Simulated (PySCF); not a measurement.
## How methods differ on the excitation energy of Ru+

Ru+ [Kr] 4d7 (4F) → Ru+ [Kr] 4d6 5s1 (6D), as a difference of total energies. Computed with PySCF 2.14 in aug-cc-pVTZ-PP with ECP28MDF, with a scalar-relativistic core potential. Correlated levels: valence: 4s2 4p6 frozen. The calculations carry no spin-orbit coupling.

```tsv
method	excitation energy (eV)
UHF	0.335
MP2 (valence)	1.008
SCS-MP2 (valence)	1.513
CCSD (valence)	0.942
CCSD(T) (valence)	0.985
```

**Question.** How much does correlation contribute at CCSD(T) (valence)?

**Answer.** 0.985 − (0.335) = 0.650 eV, measured against UHF.

Errors of the correlated levels include the incompleteness of this basis and the frozen core.

For comparison: 1.090 eV (measured; NIST levels, between the centres of gravity of the two terms).
